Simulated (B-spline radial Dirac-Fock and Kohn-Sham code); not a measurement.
# Se²⁻: non-radiative channels of the L1 vacancy

System: selenium as Se²⁻, [Ar] 3d10 4s2 4p6, inside a Watson sphere of charge +2 and radius 2.376 Å (a model of the Madelung potential; inside it an electron's potential energy is lowered by 12.1 eV).

Calculated with a radial atomic solver, using a relativistic independent-particle model: LDA orbitals of the hole state, radiative multipoles to third order, Auger rates from the Coulomb interaction with a continuum orbital, Dirac-Fock energies. Kinetic energies are configuration averages from the vacuum level; the two-hole energies are estimated from single-hole states.

```csv
transition,kinetic energy (eV),width (meV),share (%)
L1-L3M2,27.17,651,8.0
L1-L3M3,34.41,1360,16.7
L1-L2M5,104.2,895,11.0
L1-L2M4,104.5,558,6.9
L1-L3M4,144.2,1510,18.5
L1-L3M5,146.0,2150,26.4
L1-L2N1,155.2,68.9,0.8
L1-L2N3,169.8,37.0,0.5
L1-L3N1,196.1,118,1.5
L1-L3N3,210.8,69.0,0.8
L1-M1M2,1236.7,56.5,0.7
L1-M1M3,1242.7,109,1.3
L1-M1M4,1350.2,73.7,0.9
L1-M1M5,1351.1,108,1.3
L1-M4M5,1529.8,132,1.6
L1-M5M5,1530.9,36.5,0.4
```

Coster-Kronig rates are the weakest part of this model and often come out 1.5 to 2.5 times too large. The listed channels hold 97 % of the non-radiative rate. Summed by principal shells, of 8.14 eV in all: LLM 87.5 %, LMM 7.6 %, LLN 4.3 %, LMN 0.6 %.
